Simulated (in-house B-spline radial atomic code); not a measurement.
Inner-shell binding energies (edges) and X-ray emission energies of free atoms and ions, as differences of relaxed hole-state energies with first-order Breit, QED and recoil terms, without correlation or multiplet splittings, in NIST's listed ground configurations. For neutral atoms such line energies lie within some 1 to 5 eV of tabulated X-ray lines (up to 20 eV for the heaviest). K = 1s, L1 = 2s, L2 = 2p1/2, L3 = 2p3/2, M3 = 3p3/2. A dash marks a subshell that is part filled or wasn't run, or a line left out. Computed with an all-electron radial atomic-structure program (B-spline basis): Dirac-Hartree-Fock, average of the configuration, finite nuclei.

```tsv
ion	configuration	K edge (eV)	L1 edge (eV)	L3 edge (eV)	K-L3 (eV)	K-L2 (eV)	K-M3 (eV)
Rh+	[Kr] 4d8	23236.5	3435.3	3022.18	20214.3	20071.8	22720.3
Pd2+	[Kr] 4d8	24384.3	3645.33	3209.1	21175.2	21018.1	23815.4
Ag3+	[Kr] 4d8	25564.6	3864.25	3403.68	22160.9	21988.1	24939
Cd4+	[Kr] 4d8	?	?	?	?	?	?
In5+	[Kr] 4d8	28022.8	4328.22	3814.99	24207.8	23999.8	27272.9
Sn6+	[Kr] 4d8	?	?	?	?	?	?
Sb7+	[Kr] 4d8	30612.3	4826.82	4255.16	26357.1	26108.6	29724.1
```

Q: Fill in the row of Cd4+.

A: K edge (eV): 26777.4; L1 edge (eV): 4091.9; L3 edge (eV): 3605.69; K-L3 (eV): 23171.7; K-L2 (eV): 22981.9; K-M3 (eV): 26091.4.

Q: Fill in the row of Sn6+.

A: K edge (eV): 29301; L1 edge (eV): 4573.18; L3 edge (eV): 4031.5; K-L3 (eV): 25269.5; K-L2 (eV): 25042; K-M3 (eV): 28483.7.
